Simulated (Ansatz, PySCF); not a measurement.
The pair A = C2H2 (SMILES C#C) (first 4 atoms), B = CH4O (SMILES CO); geometry from B3LYP-D3(BJ)/def2-TZVP.
(charge 0, multiplicity 1):
```xyz
10

C      0.3410     0.3800     0.1368
C     -0.4015    -0.5376     0.3383
H      0.9974     1.1948    -0.0518
H     -1.0568    -1.3544     0.5228
C      0.0197     0.2876     4.0555
O      0.7803    -0.6965     3.3744
H      0.4452     1.2916     3.9425
H      0.0325     0.0280     5.1136
H     -1.0229     0.3121     3.7184
H      0.7440    -0.5069     2.4290
```

Frozen-core correlation. Rows in 6-31G* carry no dispersion term and start afresh at each structure (6-31G* with six Cartesian d functions). MP2/6-31G* freezes PySCF's default core.

Run with Ansatz (Gaussian basis) for Hartree–Fock, density functionals and correlated methods; PySCF for 6-31G* rows. 

Total energies (hartree), monomers frozen at their geometry in the pair:

```csv
structure,HF/6-31G*,MP2/6-31G*,MP2/aug-cc-pVDZ
AB,-191.8550829,-192.4175864,-192.5176904
A in the pair's basis,-76.8183462,-77.0675915,-77.0917500
B in the pair's basis,-115.0353825,-115.3473220,-115.4222134
A,-76.8174265,-77.0659977,-77.0906349
B,-115.0346165,-115.3460317,-115.4216284
```

Q: Work out the interaction energy without and with the counterpoise correction, and the superposition error, for each level.

A: 
E(AB) − E(A) − E(B), times 627.509 kcal/mol, with the monomers in their own basis and then in the pair's basis:
- HF/6-31G*: -1.91 uncorrected, -0.85 corrected; the monomers gain 1.06 kcal/mol from borrowed functions
- MP2/6-31G*: -3.49 uncorrected, -1.68 corrected; the monomers gain 1.81 kcal/mol from borrowed functions
- MP2/aug-cc-pVDZ: -3.41 uncorrected, -2.34 corrected; the monomers gain 1.07 kcal/mol from borrowed functions

Ansatz is a program for electronic structure.
